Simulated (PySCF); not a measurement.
Dipole response of O²⁺ (oxygen, charge +2)

[He] 2s2 2p2, high-spin 3P determinant. Computed with PySCF 2.14 in x2c-TZVPPall with one added diffuse shell each of s, p, d type (6s4p3d1f, 40 functions), with scalar relativity by spin-free X2C-1e. Coupled (time-dependent) response in atomic units; α is the mean over directions.

| method | mean α (bohr³) | α xx, yy, zz | C₆ (like pair) | S(−4) |
| --- | --- | --- | --- | --- |
| UHF | 1.789 | 1.906, 1.731, 1.731 | 2.336 | 3.592 |
| PBE | 1.737 | 1.854, 1.679, 1.679 | 2.320 | 2.789 |
| PBE0 | 1.735 | 1.854, 1.676, 1.676 | 2.305 | 2.861 |
| M06 | 1.712 | 1.828, 1.654, 1.654 | 2.247 | 2.695 |
| TPSSh | 1.756 | 1.873, 1.697, 1.697 | 2.362 | 2.885 |

S(−4) is the Cauchy moment in α(ω) = α(0) + S(−4) ω² + …

α(iu) at M06:

| u (hartree) | α(iu) (bohr³) |
| --- | --- |
| 0 | 1.712 |
| 0.0500 | 1.705 |
| 0.100 | 1.685 |
| 0.200 | 1.614 |
| 0.300 | 1.513 |
| 0.500 | 1.286 |
| 0.750 | 1.038 |
| 1.00 | 0.8480 |
| 1.50 | 0.5935 |
| 2.00 | 0.4359 |
| 3.00 | 0.2598 |
| 5.00 | 0.1194 |

A single London oscillator, α(iu) = α/(1 + u²/ω²), gives C₆ = (3/4) ω α². Matching the computed C₆ needs ω = 4 × 2.247 / (3 × 1.712²) = 1.02 hartree.

For an ion, C₆ is the dispersion term alone; charge-induced terms of lower order in 1/R come first.

The components differ because the open shell of this determinant is not spherical; for a pure term their mean is the scalar polarisability.
